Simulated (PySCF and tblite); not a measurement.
4 constitutional isomers of C₅H₈O₂:

```
isomer                                          SMILES
     A  [O:1]=[C:2]1[CH2:3][CH2:4][O:5][CH2:6][CH2:7]1
     B  [CH2:1]=[C:2]1[CH2:3][CH2:4][O:5][CH2:6][O:7]1
     C  [O:1]=[C:2]1[CH2:3][CH2:4][CH2:5][O:6][CH2:7]1
     D  [O:1]=[C:2]1[CH2:3][CH2:4][CH2:5][CH2:6][O:7]1
```

Computed spectrum of one of them (conformer average at 298.15 K; GFN1-xTB geometries, energies OLYP/6-311G** (IEF-PCM, dichloromethane) (D3(BJ) added where defined), GIAO shieldings PW91/pcSseg-1 (IEF-PCM, dichloromethane); references on GFN2-xTB geometries), in ppm: ¹H (against TMS): 4.85 (2H), 2.61 (2H), 2.03 (2H), 1.87 (2H). ¹³C (against TMS): 173.4 (1C), 76.3 (1C), 36.3 (1C), 28.9 (1C), 26.5 (1C). Of the H, only those on carbon are given.

(1) Which isomer is it?

Shifts are unscaled: against experiment ¹³C can be off by 15 ppm or more and ¹H by 0.8 ppm.

## Answers

(1) D. Signals are matched in order of shift, without assignment. After a straight-line scaling (slope 0.85 to 1.15) of computed carbon shifts, the largest errors are A 24.7 ppm (at 76.3), B 36.6 ppm (at 36.3), C 15.7 ppm (at 36.3), D 3.0 ppm (at 76.3). Assigned: ¹H (against TMS): 4.85 (H6, 2H), 2.61 (H3, 2H), 2.03 (H4, 2H), 1.87 (H5, 2H). ¹³C (against TMS): 173.4 (C2), 76.3 (C6), 36.3 (C3), 28.9 (C5), 26.5 (C4). For comparison, at another level (GFN2-xTB geometries, energies PBE0/def2-SVP (IEF-PCM, chloroform) (D3(BJ) added where defined), GIAO shieldings mPW1PW91/pcSseg-1 (IEF-PCM, chloroform)) the isomers give: A: ¹H (against TMS): 4.19 (H4/H6, 4H), 2.45 (H3/H7, 4H). ¹³C (against TMS): 217.1 (C2), 74.1 (C4/C6), 48.7 (C3/C7). B: ¹H (against TMS): 5.25 (H6, 2H), 4.71 (H1a, 1H), 4.48 (H1b, 1H), 4.00 (H4, 2H), 2.47 (H3, 2H). ¹³C (against TMS): 166.4 (C2), 98.0 (C1), 96.9 (C6), 69.7 (C4), 33.6 (C3). C: ¹H (against TMS): 4.24 (H7, 2H), 4.02 (H5, 2H), 2.55 (H3, 2H), 2.05 (H4, 2H). ¹³C (against TMS): 218.7 (C2), 79.6 (C7), 69.4 (C5), 42.9 (C3), 30.3 (C4). D: ¹H (against TMS): 4.57 (H6, 2H), 2.61 (H3, 2H), 1.86 (H4, 2H), 1.73 (H5, 2H). ¹³C (against TMS): 177.1 (C2), 72.4 (C6), 34.9 (C3), 27.1 (C5), 24.3 (C4).
